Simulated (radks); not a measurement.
Spherical quantum dot in the effective-mass picture: electrons in a parabolic well V = omega^2 r^2 / 2 with omega = 1.3, with a point charge +2 (a donor) at the centre, all in effective atomic units (hartree* = m*/eps^2 hartree, bohr* = eps/m* bohr), one dielectric constant everywhere. Method: non-relativistic Kohn-Sham, LDA (Slater exchange, Perdew-Wang correlation), spin-polarised, spherical densities; computed with a radial shooting solver with Libxc functionals. Levels are named by radial order and angular momentum (1s, 1p, 1d, 2s, ...), and open shells are averaged over m. Results are scaled to m* = 0.576 and eps = 15.1, for which hartree* = 68.74 meV and bohr* = 1.387 nm.

N = 37, configuration 1s2 1p6 1d10 2s2 1f14 2p(up 3, down 0). This is the lowest configuration that the search found. Occupied and some empty levels:

level    occupation  eigenvalue (meV)  <r> (nm)
1s up             1            1187.3     1.286
1s down           1            1192.2     1.304
1p up             3            1265.3     2.585
1p down           3            1267.5     2.613
2s up             1            1279.6     2.697
2s down           1            1281.3     2.679
1d up             5            1310.0     3.078
1d down           5            1311.4     3.082
1f up             7            1355.8     3.402
1f down           7            1357.1     3.399
2p up             3            1357.9     2.904
2p down           0            1361.5     2.907
3s up             0            1388.3     3.029
3s down           0            1390.5     3.041
1g up             0            1404.8     3.656
1g down           0            1406.1     3.652
2d up             0            1418.6     3.228
2d down           0            1421.2     3.247

Energy (meV): total 29680.9, kinetic 3490.6, external 8119.1, Hartree 19461, exchange-correlation -1390.0.
